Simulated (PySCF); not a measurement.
BrGe, SMILES [Ge][Br] (connectivity only; charge and spin as stated), neutral, multiplicity 2. Geometry optimised at PBE0-D3(BJ)/def2-TZVP.

Level of theory: PBE0-D3(BJ)/def2-TZVP run with PySCF.

Harmonic wavenumbers (cm⁻¹): 297. Rotational constants (GHz): 2.454 (linear); symmetry number 1.

Task: Work out the zero-point energy and the ideal-gas rigid-rotor harmonic-oscillator thermochemistry at 298.15 K and 1 atm.

Result: ZPE = ½ Σ hcν = ½ × 297 cm⁻¹ = 0.42 kcal/mol. H − E(el) = 2.76 kcal/mol. Entropy in cal/(mol K): translation 40.98, rotation 17.56, vibration 1.44, spin 1.38, total 61.35. G − E(el) = -15.53 kcal/mol. Cp = 8.63 cal/(mol K).
